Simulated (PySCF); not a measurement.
Dipole response of Ar+ (argon, charge +1)

[Ne] 3s2 3p5, 2P determinant. Computed with PySCF 2.14 in aug-cc-pCVQZ-DK (10s9p7d5f3g, 134 functions), with the spin-free X2C one-electron Hamiltonian (Gaussian nucleus). Coupled (time-dependent) response in atomic units; α is the mean over directions.

```
method  mean α (bohr³)         α xx, yy, zz  C₆ (like pair)  S(−4)
   UHF           6.790  6.665, 6.853, 6.853           30.46  9.661
   PBE           7.080  6.871, 7.185, 7.185           32.02  11.01
  PBE0           6.945  6.766, 7.035, 7.035           31.27  10.38
```

S(−4) is the Cauchy moment in α(ω) = α(0) + S(−4) ω² + …

α(iu) at PBE:

```json
{"u (hartree)": "0", "α(iu) (bohr³)": "7.080"}
{"u (hartree)": "0.0500", "α(iu) (bohr³)": "7.053"}
{"u (hartree)": "0.100", "α(iu) (bohr³)": "6.972"}
{"u (hartree)": "0.200", "α(iu) (bohr³)": "6.670"}
{"u (hartree)": "0.300", "α(iu) (bohr³)": "6.228"}
{"u (hartree)": "0.500", "α(iu) (bohr³)": "5.169"}
{"u (hartree)": "0.750", "α(iu) (bohr³)": "3.929"}
{"u (hartree)": "1.00", "α(iu) (bohr³)": "2.974"}
{"u (hartree)": "1.50", "α(iu) (bohr³)": "1.795"}
{"u (hartree)": "2.00", "α(iu) (bohr³)": "1.179"}
{"u (hartree)": "3.00", "α(iu) (bohr³)": "0.6191"}
{"u (hartree)": "5.00", "α(iu) (bohr³)": "0.2682"}
```

A single London oscillator, α(iu) = α/(1 + u²/ω²), gives C₆ = (3/4) ω α². Matching the computed C₆ needs ω = 4 × 32.02 / (3 × 7.080²) = 0.852 hartree.

For an ion, C₆ is the dispersion term alone; charge-induced terms of lower order in 1/R come first.

The components differ because the open shell of this determinant is not spherical; for a pure term their mean is the scalar polarisability.
